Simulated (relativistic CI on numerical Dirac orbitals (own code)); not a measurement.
# Nd XXIX: computed level list

These numbers are calculated, not measured: Dirac-Coulomb-Breit CI, orbitals from a KLI potential per configuration, a model potential for QED, unscaled Slater integrals (own radial code, finite nucleus).

Configurations in the expansion (outside the closed core [Ar] 3d10): 4s2.4p2, 4s.4p3, 4s2.4p.4d, 4p4, 4s.4p2.4d, 4s2.4p.4f, 4s.4p2.4f, 4p3.4d, 4s.4p.4d2, 4s2.4d.4f, 4p3.4f, 4s2.4d2, 4s.4d3, 4s.4d2.4f, 4p2.4d2, 4p.4d3, 4p.4d2.4f, 4s2.4f2, 4s.4d.4f2, 4s.4f3, 4p2.4f2, 4p.4d.4f2, 4p.4f3, 4s.4p.4d.4f. Double excitations out of closed p, d and f shells are left out; levels of such configurations are missing from the list, as are those of other unlisted configurations, and high levels can miss mixing partners.

The lowest level is 4s2.4p2 3P_0, with 74 % of that term; Hund's rules for 4s2.4p2 give 3P with J = 0, in agreement.

| No. | Configuration | Term | J | E (cm⁻¹) | % | Landé g | Lifetime (s) |
| --- | --- | --- | --- | --- | --- | --- | --- |
| 1 | 4s2.4p2 | 3P | 0 | 0 | 74 |  |  |
| 2 | 4s2.4p2 | 3P | 1 | 217952 | 99 | 1.499 | 7.25e-06 |
| 3 | 4s2.4p2 | 1D | 2 | 243271 | 58 | 1.203 | 6.22e-04 |
| 4 | 4s2.4p2 | 3P | 2 | 480203 | 58 | 1.293 | 3.63e-06 |
| 5 | 4s2.4p2 | 1S | 0 | 537454 | 73 |  | 2.23e-06 |
| 6 | 4s.4p3 | 5S° | 2 | 719550 | 49 | 1.690 | 1.35e-10 |
| 7 | 4s.4p3 | 3D° | 1 | 810307 | 48 | 0.938 | 1.33e-11 |
| 8 | 4s.4p3 | 3D° | 2 | 922156 | 50 | 1.483 | 7.85e-11 |
| 9 | 4s.4p3 | 3D° | 3 | 970678 | 92 | 1.329 | 7.82e-11 |
| 10 | 4s.4p3 | 3P° | 0 | 1024264 | 95 |  | 1.73e-11 |
| 11 | 4s.4p3 | 1D° | 2 | 1030388 | 33 | 0.998 | 3.29e-11 |
| 12 | 4s.4p3 | 3P° | 1 | 1048585 | 50 | 1.271 | 9.13e-12 |
| 13 | 4s.4p3 | 3S° | 1 | 1098228 | 40 | 1.454 | 3.37e-12 |
| 14 | 4s2.4p.4d | 3F° | 2 | 1109651 | 59 | 0.866 | 9.61e-12 |
| 15 | 4s2.4p.4d | 3F° | 3 | 1179120 | 74 | 1.107 | 1.06e-11 |
| 16 | 4s2.4p.4d | 3D° | 1 | 1194822 | 44 | 0.847 | 1.79e-12 |
| 17 | 4s2.4p.4d | 3P° | 2 | 1200070 | 36 | 1.289 | 3.51e-12 |
| 18 | 4s.4p3 | 3P° | 2 | 1244432 | 34 | 1.335 | 1.36e-11 |
| 19 | 4s.4p3 | 1P° | 1 | 1337934 | 35 | 1.250 | 2.96e-12 |
| 20 | 4s2.4p.4d | 3F° | 4 | 1370949 | 98 | 1.248 | 8.11e-06 |
| 21 | 4s2.4p.4d | 3D° | 2 | 1384932 | 42 | 1.029 | 2.03e-12 |
| 22 | 4s2.4p.4d | 3P° | 0 | 1396568 | 94 |  | 2.45e-12 |
| 23 | 4s2.4p.4d | 3D° | 3 | 1403723 | 49 | 1.195 | 2.09e-12 |
| 24 | 4s2.4p.4d | 3P° | 1 | 1423563 | 57 | 1.264 | 2.35e-12 |
| 25 | 4s2.4p.4d | 3P° | 2 | 1453108 | 41 | 1.293 | 2.81e-12 |
| 26 | 4s2.4p.4d | 1F° | 3 | 1500205 | 65 | 1.111 | 2.12e-12 |
| 27 | 4s2.4p.4d | 1P° | 1 | 1527126 | 69 | 0.962 | 2.64e-12 |
| 28 | 4p4 | 3P | 2 | 1549062 | 43 | 1.317 | 1.80e-11 |
| 29 | 4s.4p2.4d | 5F | 1 | 1570196 | 60 | 0.323 | 5.87e-11 |
| 30 | 4s.4p2.4d | 5F | 2 | 1600021 | 40 | 1.187 | 1.49e-11 |
| 31 | 4p4 | 1S | 0 | 1630941 | 46 |  | 7.50e-12 |
| 32 | 4s.4p2.4d | 5D | 3 | 1648929 | 32 | 1.375 | 1.46e-11 |
| 33 | 4s.4p2.4d | 3F | 2 | 1734799 | 55 | 0.898 | 8.29e-12 |
| 34 | 4s.4p2.4d | 5D | 1 | 1747055 | 44 | 1.275 | 5.46e-11 |
| 35 | 4s.4p2.4d | 5D | 0 | 1753742 | 89 |  | 7.98e-11 |
| 36 | 4s.4p2.4d | 5F | 2 | 1758568 | 37 | 1.197 | 2.10e-11 |
| 37 | 4s.4p2.4d | 5F | 3 | 1768878 | 48 | 1.208 | 3.75e-11 |
| 38 | 4s.4p2.4d | 5F | 4 | 1789571 | 73 | 1.332 | 4.65e-10 |
| 39 | 4p4 | 3P | 1 | 1792596 | 52 | 1.455 | 8.58e-12 |
| 40 | 4p4 | 1D | 2 | 1796075 | 35 | 1.159 | 9.00e-12 |
| 41 | 4s.4p2.4d | 5D | 4 | 1806438 | 45 | 1.336 | 3.18e-10 |
| 42 | 4s.4p2.4d | 3F | 2 | 1844812 | 51 | 1.020 | 8.78e-12 |
| 43 | 4s.4p2.4d | 5F | 5 | 1845813 | 62 | 1.322 | 2.16e-10 |
| 44 | 4s.4p2.4d | 5P | 3 | 1853112 | 50 | 1.406 | 3.37e-12 |
| 45 | 4s.4p2.4d | 5P | 2 | 1880495 | 54 | 1.610 | 2.13e-12 |

Energies count from the lowest computed level; ° marks odd parity; lifetimes are radiative, by E1, M1, E2, M2, E3 decay to levels of this space only.

The mean weight of the leading LS term, summed over parents, in these 45 levels is 56 %, and that of the leading jj configuration (from the same eigenvectors) 77 %, so jj coupling describes them better and the LS labels are nominal.

At this charge energies of transitions that change n are usually good to better than 1 %, and those within a shell (Δn = 0) to a few per cent.

LS names give the leading component of a level, which can be under half, so a name can repeat, a term be missing and a line seem to break the LS rules.
